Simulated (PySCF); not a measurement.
Broadened absorption spectrum of C7H12BF

C7H12BF.
SMILES: `CB([C@@H]1CC(=C)[C@@H]1F)C`

Method used: PySCF, TDDFT PBE0/def2-SVPD, vertical, gas phase, core orbitals frozen in the response. The structure is a single PBE0-D3(BJ)/def2-SVP conformer in the gas phase; no vibrational or solvent corrections. Torsions of this conformer, `[CH2:1]=[C:2]1[CH2:3][C@@H:4]([B:5]([CH3:6])[CH3:7])[C@H:8]1[F:9]`: C3–C4–B5–C6 13°.

Computed states:

```csv
state,E (eV),f
S1,5.73,0.0071
S2,6.27,0.0042
S3,6.45,0.168
S4,6.54,0.0010
S5,6.86,0.0077
S6,6.98,0.013
S7,7.23,0.0008
S8,7.35,0.132
S9,7.41,0.0030
S10,7.43,0.012
```

Broadening: Gaussians 0.4 eV wide at half height, area fixed by f = 4.319×10⁻⁹ ∫ε dν̃. The cross-section is σ = 3.8235×10⁻²¹ ε cm², given in Mb (10⁻¹⁸ cm²). The width is an assumption, not a result. The curve ends short of the highest state used, and states not computed would add to its high-energy end.

Problem. What does the envelope look like, and where are its maxima?

Solution. 
| E (eV) | σ (Mb) |
| --- | --- |
| 5.13 | 0.00 |
| 5.19 | 0.01 |
| 5.25 | 0.03 |
| 5.30 | 0.07 |
| 5.36 | 0.17 |
| 5.42 | 0.35 |
| 5.48 | 0.62 |
| 5.54 | 0.98 |
| 5.60 | 1.37 |
| 5.66 | 1.68 |
| 5.71 | 1.82 |
| 5.77 | 1.80 |
| 5.83 | 1.61 |
| 5.89 | 1.42 |
| 5.95 | 1.48 |
| 6.01 | 2.20 |
| 6.07 | 4.12 |
| 6.12 | 7.09 |
| 6.18 | 12.76 |
| 6.24 | 20.68 |
| 6.30 | 29.86 |
| 6.36 | 38.29 |
| 6.42 | 43.53 |
| 6.48 | 43.86 |
| 6.53 | 40.30 |
| 6.59 | 32.79 |
| 6.65 | 24.08 |
| 6.71 | 16.46 |
| 6.77 | 11.16 |
| 6.83 | 8.28 |

Maxima: 216 nm (5.73 eV), ε about 480, made up of S1 (99%); 192 nm (6.45 eV), ε about 12000, made up of S3 (98%) (ε in L mol⁻¹ cm⁻¹; maxima over ε = 5, shares over 10%).

Problem. On this curve, what absorbance would a 10⁻⁵ mol/L sample give at 222 nm over a 1 cm path?

Solution. 222 nm is 5.585 eV, where ε is about 330 L mol⁻¹ cm⁻¹, so A = ε c l ≈ 0.0033 (Beer–Lambert, with the gas-phase spectrum and the assumed width).

Problem. Coming from long wavelengths, where does ε first pass 100 L mol⁻¹ cm⁻¹?

Solution. At about 228 nm (5.43 eV), 0.30 eV below S1.

Problem. What would ε be at 6.45 eV, the highest of these maxima, with half the width (0.2 eV)?

Solution. About 22800 L mol⁻¹ cm⁻¹ against 11600, a factor of about 1.97; a lone state at its own centre would give exactly 2.

The vertical ionisation energy (ΔSCF) is 9.21 eV, 1.78 eV above S10.

Time: 9.9 min wall; peak memory 1.2 GiB. Hardware: one thread, Arm Neoverse N1 (aarch64), no GPU, shared host with 64 logical CPUs at a one-minute load of 63.
